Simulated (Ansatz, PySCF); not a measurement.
Molecule: sum formula SiH3S (charge -1, singlet). It need not be the lowest isomer of its formula. Whether it binds its extra electron was not tested at this geometry. 
Structure (B3LYP-D3(BJ)/def2-TZVP (Ansatz, a quantum-chemistry and plane-wave program) minimum search):
SMILES: [SiH3][S-]
```xyz
5

Si    -0.8650    -0.3349     0.0643
S      1.0374     0.4016    -0.0771
H     -1.2564    -0.9534     1.3878
H     -1.9917     0.6509    -0.1509
H     -1.2402    -1.4349    -0.9035
```
Charge -1, spin multiplicity 1.

Total electronic energies in hartree. Cores are frozen in the correlated levels unless marked. Spin-orbit coupling is left out. No relativistic terms. Basis-set limits of correlation are two-point, X^-3; Hartree-Fock from the larger set. The bracket is a focal-point correction in the basis named.

```
level                                                                             program  energy (Eh)
-------------------------------------------------------------------------  --------------  -----------
HF/def2-TZVPD                                                                       PySCF   -688.29336
HF/aug-cc-pV(Q+d)Z                                                                 Ansatz   -688.31301
HF/cc-pV(Q+d)Z                                                                     Ansatz   -688.31144
RI-HF/def2-QZVPP                                                                   Ansatz   -688.31255
BP86-D4/def2-TZVPD                                                          PySCF + dftd4   -689.66767
PBE0/STO-3G                                                                        Ansatz   -681.31529
BHLYP-D4/def2-TZVPD                                                        Ansatz + dftd4   -689.58816
TPSSh/def2-TZVPD                                                                    PySCF   -689.62917
M06-2X/def2-TZVPD                                                                   PySCF   -689.54142
HSE06/def2-TZVPD                                                                   Ansatz   -689.30787
B2GP-PLYP/def2-TZVPD                                                               Ansatz   -689.24537
B2PLYP-D3(BJ)/def2-TZVPD                                                   Ansatz + dftd3   -689.33565
MP2/6-31G                                                                          Ansatz   -688.25137
MP2/def2-QZVPP                                                                     Ansatz   -688.65808
SCS-MP2/cc-pV(D+d)Z                                                                Ansatz   -688.51591
SCS-MP2/aug-cc-pV(T+d)Z                                                            Ansatz   -688.63928
CCSD/6-31G                                                                         Ansatz   -688.27543
CCSD/CBS(def2-TZVPPD,def2-QZVPPD)                                                  Ansatz    -688.7066
CCSD(T)/cc-pVDZ                                                                     PySCF   -688.54174
CCSD(T)/cc-pVTZ                                                                    Ansatz   -688.66353
CCSD(T)/def2-TZVPP                                                                 Ansatz   -688.65756
RI-MP2/CBS(aug-cc-pV(T+d)Z,aug-cc-pV(Q+d)Z)+[CCSD(T)-MP2]/aug-cc-pV(T+d)Z          Ansatz    -688.7292
CCSD(T)/CBS(def2-TZVPPD,def2-QZVPPD)                                               Ansatz    -688.7261
```

Totals of different functionals don't rank their quality; only differences between species are comparable.
